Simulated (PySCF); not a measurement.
The vertical singlet excitations below were computed for one of the candidates. Theory: TDDFT B3LYP/def2-SVPD, vertical, gas phase, core orbitals frozen in the response (PySCF 2.14.0, density-fitted response routines). Geometries: GFN2-xTB, one conformer each.

```tsv
state	E (eV)	f
S1	5.22	0.042
S2	6.16	0.258
S3	6.29	0.026
S4	6.36	0.017
S5	6.63	0.055
S6	6.66	0.019
S7	6.78	0.010
S8	6.87	0.0064
```

Orbital energies (eV): HOMO-3 -9.46, HOMO-2 -9.01, HOMO-1 -7.80, HOMO -7.21, LUMO -1.28, LUMO+1 -0.09, LUMO+2 0.09.

Task: Which structure fits? All have the formula C2H8FPSi2.
A. `F/C([SiH3])=C/[SiH2]P`
B. `F/C(=C\[SiH3])[SiH2]P`
C. `C=C[SiH2]P[SiH2]F`

Result: A. Its S1, at 5.22 eV, is the lowest among the candidates; the nearest of the others has S1 at 5.47 eV. S1 is HOMO→LUMO (93%). Löwdin shares by element: HOMO phosphorus 49%, carbon 17%, silicon 13% or more (atoms not listed hold the other 21%); LUMO carbon 56%, silicon 19% (atoms not listed hold the other 25%). At the same level the other candidates give, for their lowest levels:
- `F/C(=C\[SiH3])[SiH2]P`: 5.71 eV (f 0.011); 6.32 eV (f 0.306); 6.45 eV (f 0.033); 6.50 eV (f 0.028); 6.52 eV (f 0.015); T1 4.12 eV; HOMO -7.51, LUMO -1.03 eV
- `C=C[SiH2]P[SiH2]F`: 5.47 eV (f 0.018); 5.71 eV (f 0.013); 6.26 eV (f 0.000); 6.30 eV (f 0.012); 6.48 eV (f 0.191); T1 4.34 eV; HOMO -7.32, LUMO -1.02 eV

Conformer computed: `[F:1]/[C:2]([SiH3:3])=[CH:4]/[SiH2:5][PH2:6]`: C2–C4–Si5–P6 77°, H–P6–Si5–C4 -74°, H–P6–Si5–C4 -167°.
Triplets come from the Tamm–Dancoff approximation.
